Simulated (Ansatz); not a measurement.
(HBAsH)3 ring (B3As3H6). Charge 0, multiplicity 3. Geometry PBE-D4/def2-SVP, that of the neutral singlet; atoms count from 1.

Cartesian coordinates in Å:
```
B 0.673 0.993 -1.010
H 0.950 0.975 -2.193
As -1.256 1.324 -0.546
B -1.461 -0.540 0.182
H -2.196 -1.284 -0.437
As -0.557 -1.361 1.813
B 0.705 0.143 1.446
H 0.251 1.163 1.946
As 2.230 0.640 0.257
H -1.892 1.135 -1.929
H -0.010 -2.518 0.953
H 2.562 -0.671 -0.483
```

At PBE0-D4/def2-TZVP a singlet of charge 0 lies 3.02 eV below the triplet at the same geometry.

(1) Estimate the Mulliken populations from the PBE0/def2-TZVP orbitals of Ansatz.

(2) Where does the spin sit?

(3) And the Mayer bond orders between heavy atoms (over 0.3)?

## Answers

(1) 
| atom | charge (e) | spin (α − β) |
| --- | --- | --- |
| B1 | -0.27 | 0.54 |
| H2 | 0.06 | 0.00 |
| As3 | 0.23 | 0.72 |
| B4 | -0.27 | 0.54 |
| H5 | 0.06 | 0.00 |
| As6 | 0.04 | 0.04 |
| B7 | -0.08 | 0.06 |
| H8 | 0.04 | 0.00 |
| As9 | 0.04 | 0.04 |
| H10 | 0.07 | 0.03 |
| H11 | 0.04 | 0.02 |
| H12 | 0.04 | 0.02 |
Mulliken values depend strongly on the basis.

(2) Summed by element: B 1.14, H 0.07, As 0.79, of 2 unpaired in all. Largest on single atoms: As3 0.72, B1 0.54, B4 0.54.

(3) B1–As3 0.95 (2.01 Å); B1–B4 0.33 (2.89 Å); B1–As9 1.09 (2.04 Å); As3–B4 0.95 (2.01 Å); B4–As6 1.09 (2.04 Å); As6–B7 1.08 (2.00 Å); B7–As9 1.08 (2.00 Å).
